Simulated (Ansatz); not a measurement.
The same path of CH₅ClFNSSi (11 atoms, charge 0, multiplicity 1) was run 3 times with different band settings. The coordinate that changes most is the height of N1 over the plane of its neighbours.

Level of theory: RKS r2SCAN-D4/def2-SVP in Ansatz 0.2.0.

Relaxed end points:

```xyz
11
Properties=species:S:1:pos:R:3
N 1.380 -1.654 0.976
C 0.443 -0.630 0.758
S 0.034 -0.378 -1.124
Si -1.192 1.333 -1.098
F -1.131 2.005 -2.568
Cl -0.490 2.713 0.277
H 2.284 -1.468 0.545
H 1.053 -2.572 0.685
H 0.819 0.343 1.102
H -0.511 -0.859 1.252
H -2.622 1.110 -0.782
```

```xyz
11
Properties=species:S:1:pos:R:3
N 1.418 -1.628 0.970
C 0.578 -0.528 0.738
S 0.078 -0.350 -1.134
Si -1.293 1.247 -1.093
F -1.213 2.020 -2.512
Cl -0.795 2.587 0.406
H 2.309 -1.565 0.482
H 0.984 -2.524 0.759
H 1.072 0.419 0.989
H -0.360 -0.618 1.303
H -2.713 0.884 -0.887
```

Common settings: climbing image yes; spring 5.0 eV/Å²; start path IDPP; force threshold 0.03 eV/Å; end points relaxed.

| run | movable images | optimiser | iteration limit | largest step |
| --- | --- | --- | --- | --- |
| 1 | 5 | quadratic models (default) | 40 | default |
| 2 | 5 | fire | 31 | 0.02 Å |
| 3 | 3 | quadratic models (default) | 60 | default |

Task: What does each run give, and how far can it be trusted?

Result: Run 1: converged after 2 iterations, highest image 0.001 eV above the first end. The highest image is an end point: on this band no image between the ends rises above it.
Run 2: converged after 6 iterations, highest image 0.001 eV above the first end. The highest image is an end point: on this band no image between the ends rises above it.
Run 3: converged after 3 iterations, highest image 0.001 eV above the first end. The highest image is an end point: on this band no image between the ends rises above it. So few images can step over the top or miss a turn of the path.
